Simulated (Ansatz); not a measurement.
A structure relaxed at PBE0-D4/def2-TZVP, charge 0, multiplicity 1:

Cartesian coordinates in Å:
```
C 1.022 -0.833 2.106
C 1.360 -0.425 0.673
B 0.115 -0.063 -0.196
S 0.159 1.332 -1.320
Si -1.796 1.135 -2.189
H 1.911 -1.161 2.650
H 0.297 -1.651 2.124
H 0.586 0.000 2.663
H 2.117 0.364 0.660
H 1.822 -1.284 0.160
H -0.883 -0.728 -0.139
H -1.918 -0.164 -2.895
H -1.956 2.247 -3.158
H -2.837 1.232 -1.137
```

**Question.** Give its formula and SMILES.

**Answer.** C2H9BSSi, `CCBS[SiH3]`.

**Question.** Point group (tolerance 0.08 Å, 0.16 Å for H)?

**Answer.** C1.

**Question.** Summarise the bond lengths by kind.

**Answer.** 1 × C–C 1.529 Å; 5 × C–H 1.092 to 1.102 Å; 1 × B–C 1.560 Å; 1 × B–S 1.792 Å; 1 × B–H 1.201 Å; 1 × S–Si 2.148 Å; 3 × H–Si 1.483 to 1.484 Å.

Results of the Gaussian-basis code of Ansatz.
